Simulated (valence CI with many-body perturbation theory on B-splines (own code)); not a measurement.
**Forbidden lines of Rb IV**

Method: relativistic CI+MBPT: six valence electrons over a frozen Dirac-Fock core [Ar] 3d10, a basis of 9 s, 9 p, 8 d, 6 f, 3 g, 1 h functions for each j, with the one-electron correlation potential Σ1, the two-electron term Σ2, the three-electron term Σ3, Breit, model QED; selected CI, second order for the rest, scaled by the run's own slope (own B-spline code, finite nucleus).

Against 34 measured levels this calculation errs by 311 cm⁻¹ on average and by 610 at most. Among the levels kept, up to 1700 cm⁻¹ of a level comes from second order outside the variational space, and about a tenth of that is noise between levels of different J, which matters for small intervals.

Lines 1 to 45 of 45 in falling wavelength, among levels below 213368 cm⁻¹, chosen from the decays that carry over 1 % of a level's rate. Wavelengths and rates use the calculated energies, so an error of 300 cm⁻¹ moves a line at 17950 Å by 5.4 % and its rate by three times that or more. Electric multipoles are in the length gauge, E1 and E2 with the static RPA response of the core. Weak lines are less certain than strong ones. Lines between different terms over intervals too small for the method are left out, as are lines whose strength nearly cancels and 2 of this kind that miss the measured wavelength by over 7 %. The highest levels of a list are the least certain. Branching is blank where the lifetime is uncertain.

Letters in brackets count levels of one name in rising energy.

```
λ vac (Å)  λ from measured levels                 Upper                 Lower  Type   A (s⁻¹)  Branch %
1.418e+05               1.455e+05          4s2 4p4 3P_0          4s2 4p4 3P_1    M1  1.78e-02      76.4
    52650                   52620  4s2 4p3 4d 3F°_4 [a]  4s2 4p3 4d 3F°_3 [a]    M1  1.29e-01       1.2
    17950                   18520      4s2 4p3 4d 3G°_4  4s2 4p3 4d 3F°_4 [a]    M1  2.34e-01          
    16010                   15970          4s2 4p4 3P_1          4s2 4p4 3P_2    M1  5.22e+00     100.0
    14390                   14390          4s2 4p4 3P_0          4s2 4p4 3P_2    E2  5.49e-03      23.6
    12610                   12650  4s2 4p3 4d 3F°_4 [a]      4s2 4p3 4d 3D°_3    M1  6.14e-01       5.9
    11340                   11680      4s2 4p3 4d 1G°_4  4s2 4p3 4d 3F°_4 [a]    M1  1.02e-01          
     9332                    9557      4s2 4p3 4d 1G°_4  4s2 4p3 4d 3F°_3 [a]    M1  2.35e-01          
     8957                    9011          4s2 4p4 1D_2          4s2 4p4 3P_1    M1  9.52e-01       8.4
     7408                    7516      4s2 4p3 4d 3G°_4      4s2 4p3 4d 3D°_3    M1  4.98e-02          
     7104                    6885  4s2 4p3 4d 3F°_4 [b]      4s2 4p3 4d 1G°_4    M1  4.59e+00       4.4
     6159                    5884  4s2 4p3 4d 3F°_4 [b]      4s2 4p3 4d 3G°_5    M1  6.48e+00       6.2
     5773                    5653  4s2 4p3 4d 3F°_4 [b]      4s2 4p3 4d 3G°_4    M1  7.90e+00       7.5
     5744                    5761          4s2 4p4 1D_2          4s2 4p4 3P_2    M1  1.03e+01      90.9
     5060                    5093  4s2 4p3 4d 3F°_4 [a]      4s2 4p3 4d 5D°_4    M1  3.12e+00      30.0
     4732                    4752          4s2 4p4 1S_0          4s2 4p4 1D_2    E2  4.67e+00       3.9
     4368                    4331  4s2 4p3 4d 3F°_4 [b]  4s2 4p3 4d 3F°_4 [a]    M1  3.69e+00       3.5
     4033                    4002  4s2 4p3 4d 3F°_4 [b]  4s2 4p3 4d 3F°_3 [a]    M1  1.54e+00       1.5
     3947                    3994      4s2 4p3 4d 3G°_4      4s2 4p3 4d 5D°_4    M1  2.06e+00          
     3901                    3946      4s2 4p3 4d 3G°_4      4s2 4p3 4d 5D°_3    M1  2.93e-01          
     3785                    3886      4s2 4p3 4d 3G°_5      4s2 4p3 4d 5D°_4    M1  2.81e-01          
     3785                    3886      4s2 4p3 4d 3G°_5      4s2 4p3 4d 5D°_4    E2  3.64e-02          
     3499                    3546      4s2 4p3 4d 1G°_4      4s2 4p3 4d 5D°_4    M1  2.11e+00          
     3463                    3508      4s2 4p3 4d 1G°_4      4s2 4p3 4d 5D°_3    M1  6.06e-01          
     3245                    3226  4s2 4p3 4d 3F°_4 [b]      4s2 4p3 4d 3D°_3    M1  4.80e+00       4.6
     3096                    3111          4s2 4p4 1S_0          4s2 4p4 3P_1    M1  1.14e+02      95.2
     2773                    2757      4s2 4p3 4d 5D°_4          4s 4p5 3P°_2    E2  3.50e-02       1.0
     2344                    2341  4s2 4p3 4d 3F°_4 [b]      4s2 4p3 4d 5D°_4    M1  2.98e+01      28.4
     2328                    2324  4s2 4p3 4d 3F°_4 [b]      4s2 4p3 4d 5D°_3    M1  5.60e+00       5.3
     1791                    1789  4s2 4p3 4d 3F°_4 [a]          4s 4p5 3P°_2    E2  6.70e-01       6.4
     1629                    1631      4s2 4p3 4d 3G°_4          4s 4p5 3P°_2    E2  8.17e-01          
     1547                    1551      4s2 4p3 4d 1G°_4          4s 4p5 3P°_2    E2  7.87e-01          
     1270                    1266  4s2 4p3 4d 3F°_4 [b]          4s 4p5 3P°_2    E2  3.73e+01      35.6
    585.8                   584.0      4s2 4p3 4d 5D°_4          4s2 4p4 3P_2    M2  3.37e+00      98.6
    577.8                   576.3  4s2 4p3 4d 3F°_4 [a]          4s2 4p4 1D_2    M2  5.44e+00      52.2
    559.8                   558.9      4s2 4p3 4d 3G°_4          4s2 4p4 1D_2    M2  1.41e-01          
    556.4                   556.7      4s2 4p3 4d 3G°_5          4s2 4p4 1D_2    E3  1.21e-02          
    549.8                   549.2      4s2 4p3 4d 1G°_4          4s2 4p4 1D_2    M2  1.38e+00          
    549.8                   549.2      4s2 4p3 4d 1G°_4          4s2 4p4 1D_2    E3  3.67e-01          
    526.9                   526.3      4s2 4p3 4d 3G°_4          4s2 4p4 3P_1    E3  1.82e-01          
    525.0                   523.9  4s2 4p3 4d 3F°_4 [a]          4s2 4p4 3P_2    E3  2.13e-01       2.0
    510.1                   509.5      4s2 4p3 4d 3G°_4          4s2 4p4 3P_2    M2  1.25e-01          
    510.1                   509.5      4s2 4p3 4d 3G°_4          4s2 4p4 3P_2    E3  1.10e-01          
    507.3                   507.7      4s2 4p3 4d 3G°_5          4s2 4p4 3P_2    E3  3.77e-01          
    501.8                   501.4      4s2 4p3 4d 1G°_4          4s2 4p4 3P_2    M2  3.15e-01
```
